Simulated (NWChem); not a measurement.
A series in which one site is exchanged, each optimised at PBE0/def2-SVP with NWChem, gas phase unless a solvent is named. All stand in one matching conformer (torsions within 35°), which need not be the lowest. For some, no frequency run checked for a minimum. def2 effective core potentials on In; no spin-orbit coupling.

A: NB(O)F (BNH3OF; site = B)
B: [F][In]([NH2])[OH] (InNH3OF; site = In)
C: [NH2][Al]([OH])[F] (AlNH3OF; site = Al)
D: [OH][Ga]([NH2])[F] (GaNH$_{3}$OF; site = Ga)

Values for A:

| Quantity | Value |
|---|---|
| dipole (D), PBE0/def2-SVP | 0.80 |
| orbital gap (eV), PBE0/def2-SVP | 9.40 |
| static polarisability, PBE0/def2-SVPD (bohr³) | 28.0 |
| lowest singlet excitation, PBE0/def2-SVPD, TDA (eV) | 6.92 |

**Question.** How do these values change for the other members?

**Answer.** 
```csv
change from A,B,C,D
"dipole (D), PBE0/def2-SVP",+1.36,+0.19,+0.68
"orbital gap (eV), PBE0/def2-SVP",-3.31,-2.16,-2.29
"static polarisability, PBE0/def2-SVPD (bohr³)",+18.2,+7.4,+10.2
"lowest singlet excitation, PBE0/def2-SVPD, TDA (eV)",-2.14,-1.22,-1.38
```
